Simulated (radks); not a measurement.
Problem. These are the eigenvalues of the occupied orbitals of an atom or ion with whole-number occupations (hartree). Method: scalar-relativistic Kohn-Sham, LDA (Slater exchange, VWN5 correlation), spin-polarised, spherical densities, finite nucleus; Fermi nuclear charge, rms radius of each element as measured or else 0.836 A^(1/3) + 0.57 fm; computed with a radial shooting solver on a logarithmic mesh with Libxc functionals.

| orbital | eigenvalue |
|---|---|
| 1s up | -514.1025 |
| 1s down | -513.5629 |
| 2s up | -107.7152 |
| 2s down | -106.9429 |
| 2p up | -101.9688 |
| 2p down | -101.0379 |

Which element is it, and in what charge state? The configuration may be excited. Open shells, if any, are filled with parallel spins first.

Solution. Z = 34, selenium, charge +26: Se26+ in [He] 2s2 2p4. The list shows which subshells hold electrons but not how many an open one holds; the 1s level, -514.1 hartree, gives Z - s = 32.1 by -(Z - s)^2/2, which with screening and relativity narrows Z to a few neighbours, and the depths of the outer levels then fix element, charge and occupations together.
